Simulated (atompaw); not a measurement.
**u(r) = r·R(r): atom against pseudo-atom (S)**

Columns: radius, all-electron u(r) and pseudo u(r) of the 3s shell (level -39.40 eV) of sulfur in the configuration [Ne] 3s2 3p2; LDA (PW92), scalar-relativistic, PAW (atompaw) scheme, atompaw 4.2.0.5.

```tsv
r (bohr)	all-electron	pseudo
0.069	0.2149	0.0961
0.138	-0.0372	0.1910
0.208	-0.2888	0.2849
0.277	-0.4211	0.3741
0.346	-0.4391	0.4589
0.415	-0.3725	0.5384
0.485	-0.2507	0.6129
0.554	-0.1027	0.6795
0.623	0.0545	0.7388
0.692	0.2083	0.7906
0.762	0.3529	0.8351
0.831	0.4794	0.8711
0.900	0.5878	0.8993
0.969	0.6777	0.9201
1.038	0.7493	0.9336
1.108	0.8045	0.9404
1.177	0.8432	0.9408
1.246	0.8679	0.9355
1.315	0.8803	0.9251
1.385	0.8822	0.9099
1.454	0.8750	0.8910
1.523	0.8604	0.8687
1.592	0.8398	0.8434
1.662	0.8141	0.8152
1.731	0.7850	0.7851
1.800	0.7531	0.7531
```

Task: How many radial nodes do the two functions have?

Result: The all-electron 3s function has n − l − 1 = 2; the pseudo-wave has 0, since the states of the same l below it are removed with the core.

Task: Where does each function peak?

Result: Outermost all-electron maximum near 1.39 bohr, pseudo maximum near 1.18 bohr (to the table’s step).

Task: Is the pseudo-wave norm-conserving?

Result: No, it belongs to a PAW set: the norm inside the radius is not constrained, and the difference is carried by the augmentation charge.
